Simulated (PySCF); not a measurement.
## TDDFT excited states: C2H7BrGe

Species: GeHMe2Br, C₂H₇BrGe.
SMILES: `[CH3][GeH]([CH3])[Br]`

Computed with PySCF, TDDFT CAM-B3LYP/def2-SVPD, vertical, gas phase, core orbitals frozen in the response. Isolated species at its PBE0-D3(BJ)/def2-SVP geometry, gas phase. The CAM-B3LYP/def2-SVPD calculation is non-relativistic and has no spin–orbit coupling, an omission that weighs most on bromine and germanium.

Problem. Predict the UV-vis stick spectrum at this level.

Solution. 

| state | λ (nm) | E (eV) | f | main configurations (H = HOMO, L = LUMO) |
| --- | --- | --- | --- | --- |
| S1 | 191.3 | 6.48 | 0.019 | H→L (84%), H→L+1 (9%) |
| S2 | 191.1 | 6.49 | 0.021 | H-1→L (84%), H-1→L+1 (10%) |
| S3 | 164.2 | 7.55 | 0.081 | H→L+1 (78%) |
| S4 | 163.2 | 7.60 | 0.032 | H-1→L+1 (71%), H-1→L+3 (12%) |
| S5 | 154.1 | 8.04 | 0.0047 | H-3→L (47%), H→L+3 (39%) |
| S6 | 152.9 | 8.11 | 0.018 | H-1→L+2 (79%) |
| S7 | 152.9 | 8.11 | 0.022 | H→L+2 (50%), H-2→L (22%), H-1→L+3 (10%) |
| S8 | 152.2 | 8.15 | 0.0030 | H-1→L+3 (39%), H→L+2 (23%), H-4→L (17%) |
| S9 | 149.6 | 8.29 | 0.026 | H→L+3 (46%), H-3→L (36%) |
| S10 | 147.7 | 8.39 | 0.090 | H-4→L (64%), H-1→L+3 (20%) |
| S11 | 144.2 | 8.60 | 0.047 | H→L+4 (42%), H-3→L+1 (19%), H→L+5 (14%) |
| S12 | 144.1 | 8.61 | 0.335 | H-2→L (33%), H-2→L+1 (14%), H-1→L+3 (8%) |
| S13 | 142.7 | 8.69 | 0.101 | H-1→L+4 (41%), H-1→L+5 (19%), H-2→L+1 (8%) |
| S14 | 139.7 | 8.87 | 0.0027 | H→L+5 (36%), H→L+4 (28%), H-3→L+1 (9%) |
| S15 | 139.0 | 8.92 | 0.0050 | H-1→L+6 (40%), H-1→L+5 (15%), H→L+6 (15%) |

Triplets, Tamm–Dancoff:

```
state  E (eV)  λ (nm)  main configurations (H = HOMO, L = LUMO)
   T1    6.03   205.7                 H-1→L (82%), H-1→L+1 (9%)
   T2    6.04   205.1                    H→L (81%), H→L+1 (10%)
   T3    7.23   171.5                               H-2→L (73%)
   T4    7.39   167.8              H-1→L+1 (54%), H-1→L+3 (14%)
```

The lowest singlet comes at 191 nm (625 kJ/mol) in the vacuum ultraviolet; it is weak; its leading configuration is HOMO→LUMO (84%). The strongest level in the table is S12 at 8.61 eV (144 nm, f = 0.335). S1/S2, S6/S7 and S11/S12 lie within about 0.01 eV of each other in each set. Löwdin shares by element: HOMO (one of a set within 0.03 eV) bromine 76%, carbon 12%, germanium 8%; LUMO bromine 36%, germanium 30%, hydrogen 12% or more, carbon 7% or more (atoms not listed hold the other 16%). The oscillator strengths of these states sum to 0.808; summed over the whole spectrum of an exact calculation they would give the number of electrons, 86 (Thomas–Reiche–Kuhn). The listed states span 2.44 eV, and the widest gap between neighbours is 1.06 eV (S2 to S3). Weighted by f, the mean energy of these states is 8.30 eV. The vertical ionisation energy (ΔSCF) is 10.17 eV, 1.26 eV above S15. Only the lowest 15 singlets were computed, as vertical energies without vibronic structure.
